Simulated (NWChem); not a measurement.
Program: NWChem. System: O2Zr, charge 0, spin multiplicity 1, displaced from the optimised geometry. The structure started from a generated list of species. Level: BP86/def2-SVP with def2 effective core potentials on Zr.

Job file:

```
start mol
memory heap 200 mb stack 900 mb global 1100 mb
geometry units angstroms nocenter noautoz noautosym
  Zr     0.000000     0.000000     0.309946
  O     -1.457310     0.000000    -0.774864
  O      1.457310     0.000000    -0.774864
end
basis spherical
  * library def2-svp
end
ecp
  Zr library def2-ecp
end
dft
  xc becke88 perdew86
  semidirect memsize 60000000 filesize 0
  iterations 100
end
task dft gradient
```

Output (cleaned and shortened):

```
             Northwest Computational Chemistry Package (NWChem) 7.3.0
             --------------------------------------------------------

                                NWChem Input Module
                                -------------------

 Scaling coordinates for geometry "geometry" by  1.889725989
 (inverse scale =  0.529177249)

                             Geometry "geometry" -> ""
                             -------------------------

 Output coordinates in angstroms (scale by  1.889725989 to convert to a.u.)

  No.       Tag          Charge          X              Y              Z
 ---- ---------------- ---------- -------------- -------------- --------------
    1 Zr                  40.0000     0.00000000     0.00000000     0.30994600
    2 O                    8.0000    -1.45731000     0.00000000    -0.77486400
    3 O                    8.0000     1.45731000     0.00000000    -0.77486400

 Effective nuclear repulsion energy (a.u.)     198.0374443816

            Nuclear Dipole moment (a.u.)
            ----------------------------
        X                 Y               Z
 ---------------- ---------------- ----------------
     0.0000000000     0.0000000000     0.0000302356


 Summary of "ao basis" -> "" (spherical)
 ------------------------------------------------------------------------------
       Tag                 Description            Shells   Functions and Types
 ---------------- ------------------------------  ------  ---------------------
 *                          def2-svp                  on all atoms

 Summary of "ao basis" -> "ao basis" (spherical)
 ------------------------------------------------------------------------------
       Tag                 Description            Shells   Functions and Types
 ---------------- ------------------------------  ------  ---------------------
 Zr                         def2-svp                11       31   5s3p2d1f
 O                          def2-svp                 6       14   3s2p1d

 Summary of "ao basis" -> "ao basis" (spherical)
 ------------------------------------------------------------------------------
       Tag                 Description            Shells   Functions and Types
 ---------------- ------------------------------  ------  ---------------------
 Zr                         def2-svp                11       31   5s3p2d1f
 O                          def2-svp                 6       14   3s2p1d

            General Information
            -------------------
          SCF calculation type: DFT
          Wavefunction type:  closed shell.
          No. of atoms     :     3
          No. of electrons :    28
           Alpha electrons :    14
            Beta electrons :    14
          Charge           :     0
          Spin multiplicity:     1
          Use of symmetry is: off; symmetry adaption is: off
          Maximum number of iterations: 100
          AO basis - number of functions:    59
                     number of shells:    23
          Convergence on energy requested:  1.00D-06
          Convergence on density requested:  1.00D-05
          Convergence on gradient requested:  5.00D-04

              XC Information
              --------------
                    Becke 1988 Exchange Functional  1.000
                Perdew 1981 Correlation Functional  1.000 local
                Perdew 1986 Correlation Functional  1.000 non-local

             Grid Information
             ----------------
          Grid used for XC integration:  medium
[...]
     4      0.628796  1 Zr s                  5      0.381399  1 Zr s
    19     -0.376111  1 Zr d  2               2     -0.351358  1 Zr s
     3     -0.255915  1 Zr s                 14      0.234913  1 Zr pz
     8     -0.184396  1 Zr pz                11      0.183096  1 Zr pz
     1     -0.170164  1 Zr s                 24     -0.104174  1 Zr d  2

 Vector   16  Occ=0.000000D+00  E=-8.506302D-02
              MO Center=  4.9D-09, -2.5D-08,  6.6D-01, r^2= 3.5D+00
   Bfn.  Coefficient  Atom+Function         Bfn.  Coefficient  Atom+Function
  ----- ------------  ---------------      ----- ------------  ---------------
    16      0.691411  1 Zr d -1              13      0.365675  1 Zr py
    21      0.262122  1 Zr d -1               7     -0.243410  1 Zr py
    10      0.221839  1 Zr py                36      0.140305  2 O  py
    50      0.140305  3 O  py                39      0.132899  2 O  py
    53      0.132899  3 O  py                27      0.026289  1 Zr f -1

 Vector   17  Occ=0.000000D+00  E=-8.076498D-02
              MO Center=  4.1D-09, -3.0D-09,  7.8D-01, r^2= 3.7D+00
   Bfn.  Coefficient  Atom+Function         Bfn.  Coefficient  Atom+Function
  ----- ------------  ---------------      ----- ------------  ---------------
    17      0.551193  1 Zr d  0              14      0.337749  1 Zr pz
    19      0.305961  1 Zr d  2               5      0.294694  1 Zr s
     8     -0.292136  1 Zr pz                22      0.244577  1 Zr d  0
     4     -0.229930  1 Zr s                 11      0.223677  1 Zr pz
    24      0.179741  1 Zr d  2              35     -0.170275  2 O  px

 center of mass
 --------------
 x =   0.00000000 y =   0.00000000 z =   0.04771390

 moments of inertia (a.u.)
 ------------------
          99.154980951373           0.000000000000           0.000000000000
           0.000000000000         341.767584276631           0.000000000000
           0.000000000000           0.000000000000         242.612603325258

     Multipole analysis of the density
     ---------------------------------

     L   x y z        total         alpha         beta         nuclear
     -   - - -        -----         -----         ----         -------
     0   0 0 0      0.000000    -14.000000    -14.000000     28.000000

     1   1 0 0      0.000000      0.000000      0.000000      0.000000
     1   0 1 0     -0.000000     -0.000000     -0.000000      0.000000
     1   0 0 1      2.909219      9.654577      9.654577    -16.399934

     2   2 0 0    -31.428257    -76.386581    -76.386581    121.344905
     2   1 1 0     -0.000000     -0.000000     -0.000000      0.000000
     2   1 0 1     -0.000000     -0.000000     -0.000000      0.000000
     2   0 2 0    -19.671827     -9.835913     -9.835913      0.000000
     2   0 1 1     -0.000000     -0.000000     -0.000000      0.000000
     2   0 0 2    -22.844359    -30.633480    -30.633480     38.422601

            General Information
            -------------------
          SCF calculation type: DFT
          Wavefunction type:  closed shell.
          No. of atoms     :     3
          No. of electrons :    28
           Alpha electrons :    14
            Beta electrons :    14
          Charge           :     0
          Spin multiplicity:     1
          Use of symmetry is: off; symmetry adaption is: off
          Maximum number of iterations: 100
          AO basis - number of functions:    59
                     number of shells:    23
          Convergence on energy requested:  1.00D-06
          Convergence on density requested:  1.00D-05
          Convergence on gradient requested:  5.00D-04

              XC Information
              --------------
                    Becke 1988 Exchange Functional  1.000
                Perdew 1981 Correlation Functional  1.000 local
                Perdew 1986 Correlation Functional  1.000 non-local

             Grid Information
             ----------------
          Grid used for XC integration:  medium
          Radial quadrature: Mura-Knowles
          Angular quadrature: Lebedev.
          Tag              B.-S. Rad. Rad. Pts. Rad. Cut. Ang. Pts.
          ---              ---------- --------- --------- ---------
          Zr                  1.55      123          10.0       590
          O                   0.60       49           8.0       434
          Grid pruning is: on
          Number of quadrature shells:   221
          Spatial weights used:  Erf1

          Convergence Information
          -----------------------
          Convergence aids based upon iterative change in
          total energy or number of iterations.
          Levelshifting, if invoked, occurs when the
          HOMO/LUMO gap drops below (HL_TOL):  1.00D-02
          DIIS, if invoked, will attempt to extrapolate
          using up to (NFOCK): 10 stored Fock matrices.

                    Damping( 0%)  Levelshifting(0.5)       DIIS
                  --------------- ------------------- ---------------
          dE  on:    start            ASAP                start
          dE off:    2 iters        100 iters           100 iters

      Screening Tolerance Information
      -------------------------------
          Density screening/tol_rho:  1.00D-10
          AO Gaussian exp screening on grid/accAOfunc:  14
          CD Gaussian exp screening on grid/accCDfunc:  20
          XC Gaussian exp screening on grid/accXCfunc:  20
          Schwarz screening/accCoul:  1.00D-08

                            NWChem DFT Gradient Module
                            --------------------------

  charge          =   0.00
  wavefunction    = closed shell

                         DFT ENERGY GRADIENTS

    atom               coordinates                        gradient
                 x          y          z           x          y          z
   1 Zr      0.000000   0.000000   0.585713   -0.000000  -0.000000   0.032699
   2 O      -2.753917   0.000000  -1.464281   -0.019767   0.000000  -0.016349
   3 O       2.753917   0.000000  -1.464281    0.019767   0.000000  -0.016349

                 ----------------------------------------
                 |  Time  |  1-e(secs)   |  2-e(secs)   |
                 ----------------------------------------
                 |  CPU   |       0.01   |       1.42   |
                 ----------------------------------------
                 |  WALL  |       0.01   |       1.42   |
                 ----------------------------------------

 Task  times  cpu:        6.0s     wall:        6.0s

 Total times  cpu:        6.1s     wall:        6.1s
```
